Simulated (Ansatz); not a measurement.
C$_{2}$F$_{6}$, triplet, at the geometry of the source list (a higher spin typed on purpose: for a closed-shell molecule this is an excited state); HF/pcseg-1 in Ansatz (a first-principles code).

Input for Ansatz:
Ansatz 0.2 input:
```yaml
crystal:
  periodic: [false, false, false]
  atoms:
    - {symbol: F, position_ang: [1.39660000, -0.29340000, -1.02660000]}
    - {symbol: C, position_ang: [0.76480000, -0.07020000, 0.11950000]}
    - {symbol: F, position_ang: [1.25550000, 1.03900000, 0.65930000]}
    - {symbol: F, position_ang: [1.01660000, -1.08260000, 0.94070000]}
    - {symbol: C, position_ang: [-0.76480000, 0.07020000, -0.11950000]}
    - {symbol: F, position_ang: [-1.01670000, 1.08270000, -0.94060000]}
    - {symbol: F, position_ang: [-1.25550000, -1.03900000, -0.65940000]}
    - {symbol: F, position_ang: [-1.39660000, 0.29330000, 1.02660000]}
basis:
  gaussian:
    orbitals: pcseg-1.json
    fitting: {mean_field: cc-pVTZ-JKFIT}
hamiltonian:
  xc: hf
magnetization: {spin_polarized: true, initial_magnetization: 2}
```
The basis file holds pcseg-1 in the JSON format of the Basis Set Exchange.

What the program printed (banner, timings and long lists left out):

```
Functional definition: HF
632 factors; integrals over basis functions are off by at most 1.1e-1 eV
mean field evaluation 1: about -18271.5116 eV, gradient 4.0e1 eV
mean field evaluation 2: about -18275.1509 eV, gradient 2.7e1 eV
mean field evaluation 4: about -18277.6183 eV, gradient 1.1e0 eV
mean field evaluation 8: about -18277.6396 eV, gradient 7.7e-2 eV
mean field evaluation 16: about -18277.6403 eV, gradient 1.8e-2 eV
mean field evaluation 32: about -18277.5985 eV, gradient 2.4e0 eV
mean field evaluation 64: about -18277.6280 eV, gradient 5.0e-1 eV
mean field evaluation 96: about -18277.1350 eV, gradient 3.7e0 eV
mean field evaluation 128: about -18276.8447 eV, gradient 1.5e0 eV
mean field evaluation 160: about -18277.6425 eV, gradient 5.4e-2 eV
mean field evaluation 192: about -18277.6227 eV, gradient 7.1e-1 eV
mean field evaluation 224: about -18277.5934 eV, gradient 1.3e0 eV
mean field evaluation 256: about -18272.8545 eV, gradient 2.3e1 eV
mean field evaluation 288: about -18271.5135 eV, gradient 4.0e1 eV
mean field -18277.64526642 eV, -671.6910745079 hartree, gradient 7.1e-6 eV, S^2 2.016858; 3 other end points of the search recorded, 0 dependent functions left out
reference -18277.64526642 eV, -671.6910745079 hartree; 34, 32 occupied and 78, 80 virtual orbitals, 632 factors
Total energy: -18277.64526642 eV, -671.6910745079 hartree
```
